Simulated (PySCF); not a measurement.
C₃H₉FSi₂, SMILES F[SiH2]C1([SiH3])CC1. Geometry optimised at PBE-D3(BJ)/def2-SVP. The structure was generated by enumeration, and PubChem lists no compound with its InChIKey, so it may never have been made. The values are those of a single conformer.

Computed equilibrium geometry at PBE-D3(BJ)/def2-SVP (PySCF confirms it by a frequency run) as bond lengths and angles (one conformer of several):
Atoms: F1 Si2 C3 Si4 C5 C6 H7 H8 H9 H10 H11 H12 H13 H14 H15. Bond lengths (Å): F1–Si2 1.644, Si2–C3 1.863, Si2–H7 1.502, Si2–H8 1.505, C3–Si4 1.884, C3–C5 1.535, C3–C6 1.530, Si4–H9 1.508, Si4–H10 1.506, Si4–H11 1.504, C5–C6 1.498, C5–H12 1.103, C5–H13 1.104, C6–H14 1.103, C6–H15 1.103. Bond angles (°): F1–Si2–C3 110.5, F1–Si2–H7 106.9, F1–Si2–H8 108.3, C3–Si2–H7 111.3, C3–Si2–H8 108.8, H7–Si2–H8 111.0, Si2–C3–Si4 117.6, Si2–C3–C5 114.4, Si2–C3–C6 117.5, Si4–C3–C5 117.9, Si4–C3–C6 117.6, C5–C3–C6 58.5, C3–Si4–H9 108.3, C3–Si4–H10 110.6, C3–Si4–H11 111.2, H9–Si4–H10 109.0, H9–Si4–H11 109.0, H10–Si4–H11 108.7, C3–C5–C6 60.6, C3–C5–H12 117.9, C3–C5–H13 118.3, C6–C5–H12 118.7, C6–C5–H13 118.1, H12–C5–H13 113.5, C3–C6–C5 60.9, C3–C6–H14 117.8, C3–C6–H15 118.2, C5–C6–H14 118.2, C5–C6–H15 118.3, H14–C6–H15 113.7.
